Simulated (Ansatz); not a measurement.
Dissociation curve of AlH (anion, charge -1), lowest doublet found (which spin is the ground state isn't settled by this scan).

- UKS-PBE = unrestricted PBE/aug-cc-pVTZ (Ansatz, a program for electronic structure)
- UKS-PBE0 = unrestricted PBE0/aug-cc-pVTZ run with Ansatz
- FCI = full CI/aug-cc-pVTZ, frozen core (Ansatz)

Energies relative to the lowest point of each curve between 1.38 and 2.04 Å, where full CI is lowest, in kcal/mol; the last columns give the error against full CI:

```
R / Å  UKS-PBE  UKS-PBE0   FCI  UKS-PBE − FCI  UKS-PBE0 − FCI
-----  -------  --------  ----  -------------  --------------
1.10      88.0      87.4  87.6            0.5            -0.2
1.19      54.2      53.5  53.4            0.9             0.1
1.27      33.7      33.0  32.7            1.0             0.3
1.31      26.1      25.4  25.0            1.0             0.3
1.38      15.8      15.2  14.9            0.9             0.3
1.44       9.7       9.1   8.8            0.8             0.3
1.48       6.6       6.1   5.9            0.7             0.2
1.53       3.8       3.4   3.2            0.6             0.2
1.58       1.9       1.6   1.4            0.4             0.1
1.66       0.3       0.2   0.1            0.2             0.1
1.71       0.0       0.0   0.0            0.0             0.0
1.80       0.5       0.8   0.8           -0.3            -0.1
1.91       2.4       2.9   3.1           -0.7            -0.1
2.04       5.6       6.5   6.7           -1.0            -0.2
2.21      10.6      11.9  12.0           -1.4            -0.1
2.41      16.6      18.3  18.3           -1.7             0.0
2.67      23.7      25.9  25.7           -1.9             0.3
2.99      31.0      33.7  33.1           -2.1             0.6
3.38      37.6      40.8  40.0           -2.4             0.7
3.82      42.4      45.9  45.6           -3.2             0.3
4.38      45.7      49.6  50.4           -4.8            -0.8
5.18      47.3      52.0  54.5           -7.3            -2.5
```

UKS-PBE is furthest from FCI at 5.18 (-7.3 kcal/mol, below); its mean absolute error over the points is 1.5 kcal/mol.

UKS-PBE0 is furthest from FCI at 5.18 (-2.5 kcal/mol, below); its mean absolute error over the points is 0.4 kcal/mol.

The unrestricted determinant behind UKS-PBE is spin-contaminated at 3.82 to 5.18 Å (<S²> up to 1.1, against 0.75 for a pure doublet). Where the anion isn't bound against loss of the electron, the finite basis alone holds it. The unrestricted determinant behind UKS-PBE0 is spin-contaminated at 3.82 to 5.18 Å (<S²> up to 1.2, against 0.75 for a pure doublet).
